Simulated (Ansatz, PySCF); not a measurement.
Process, species as SMILES: [SiH3][AsH] → [SiH3][AsH-] (an electron is taken up)
Each molecule is optimised on its own at B3LYP-D3(BJ)/def2-TZVP (Ansatz, a first-principles code).
Geometry of the first species:
SMILES: [SiH3][AsH]
```xyz
6

Si    -1.5078     0.1377     0.3505
As     0.7860    -0.1027    -0.2172
H     -2.3121    -0.7446    -0.5262
H     -1.9512     1.5403     0.1591
H     -1.7412    -0.2460     1.7643
H      1.1758     0.9123     0.8614
```
Charge 0, spin multiplicity 2.

Quantity: adiabatic electron affinity (electronic energy difference), positive where the reaction releases energy, in eV. Cores are frozen in the correlated levels unless marked. Open shells are spin-unrestricted. No spin-orbit coupling. The frozen core is the preceding noble-gas configuration, with the filled d and f shells of earlier blocks. Non-relativistic. Anions need diffuse functions: def2-D sets add few. Basis-set limits of correlation are two-point, X^-3; Hartree-Fock from the larger set. The bracket is a focal-point correction in the basis named.

| level | program | adiabatic electron affinity (eV) | minus last row |
|---|---|---|---|
| HF/def2-QZVPPD | Ansatz | 0.61 | -1.20 |
| TPSS/def2-TZVPD | PySCF | 1.68 | -0.13 |
| MN15-D3(BJ)/def2-TZVPD | PySCF + dftd3 | 1.72 | -0.09 |
| wB97M-V/def2-TZVPD | Ansatz | 1.69 | -0.12 |
| RI-MP2/CBS(def2-TZVPPD,def2-QZVPPD) | Ansatz | 1.82 | 0.01 |
| CCSD(T)/def2-SVPD | Ansatz | 1.41 | -0.40 |
| RI-MP2/CBS(def2-TZVPPD,def2-QZVPPD)+[CCSD(T)-MP2]/def2-TZVPPD | Ansatz | 1.81 | 0.00 |
